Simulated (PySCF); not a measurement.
CH8FN3Si, SMILES N[Si](N)(CF)N.

Geometry: PBE-D3(BJ)/def2-SVP. This is a generated structure with no PubChem entry under its InChIKey; it may be hypothetical. The values are those of a single conformer.

All values below come from PBE-D3(BJ)/def2-SVP (PySCF).

Frequencies are harmonic and unscaled.

Question: List the normal modes with their intensities. (Estimate from the structure and the level; the computed values follow.)

Answer: 
| mode | ν (cm⁻¹) | IR (km/mol) | moving atoms (share of kinetic energy) |
|---|---|---|---|
| 1 | 63 | 1.0 | F 39 %, N 30 %, H 21 % |
| 2 | 137 | 0.7 | N 43 %, H 25 %, F 22 % |
| 3 | 183 | 7.3 | H 37 %, N 32 %, F 18 %, C 10 % |
| 4 | 224 | 2.7 | H 42 %, N 39 %, F 11 % |
| 5 | 248 | 9.6 | H 69 %, N 19 %, Si 8 % |
| 6 | 267 | 1.2 | H 49 %, N 32 %, Si 13 % |
| 7 | 280 | 5.8 | H 44 %, N 31 %, Si 14 % |
| 8 | 302 | 7.9 | H 74 %, N 22 % |
| 9 | 361 | 4.4 | H 33 %, F 24 %, Si 21 %, N 12 %, C 9 % |
| 10 | 386 | 110.6 | H 84 %, N 9 % |
| 11 | 391 | 100.2 | H 71 %, N 24 % |
| 12 | 419 | 230.0 | H 76 %, N 21 % |
| 13 | 463 | 173.0 | H 69 %, N 30 % |
| 14 | 630 | 2.3 | C 47 %, H 29 %, N 17 % |
| 15 | 700 | 0.0 | H 53 %, N 29 %, C 17 % |
| 16 | 745 | 14.2 | H 46 %, N 38 %, Si 9 % |
| 17 | 765 | 2.0 | H 67 %, N 21 %, C 8 % |
| 18 | 803 | 2.7 | H 65 %, N 31 % |
| 19 | 838 | 113.6 | H 38 %, N 32 %, Si 29 % |
| 20 | 893 | 145.6 | Si 41 %, H 30 %, N 25 % |
| 21 | 918 | 176.0 | Si 43 %, H 30 %, N 26 % |
| 22 | 1012 | 81.9 | C 52 %, F 39 % |
| 23 | 1189 | 4.2 | H 91 % |
| 24 | 1254 | 1.5 | H 73 %, C 25 % |
| 25 | 1395 | 4.8 | H 94 % |
| 26 | 1479 | 46.2 | H 89 %, N 10 % |
| 27 | 1485 | 66.7 | H 89 %, N 11 % |
| 28 | 1494 | 33.3 | H 89 %, N 10 % |
| 29 | 2938 | 29.6 | H 95 % |
| 30 | 2998 | 29.1 | H 90 %, C 10 % |
| 31 | 3480 | 9.2 | H 96 % |
| 32 | 3481 | 15.7 | H 96 % |
| 33 | 3489 | 12.3 | H 96 % |
| 34 | 3575 | 13.9 | H 92 %, N 8 % |
| 35 | 3585 | 22.6 | H 91 %, N 9 % |
| 36 | 3589 | 15.8 | H 91 %, N 9 % |
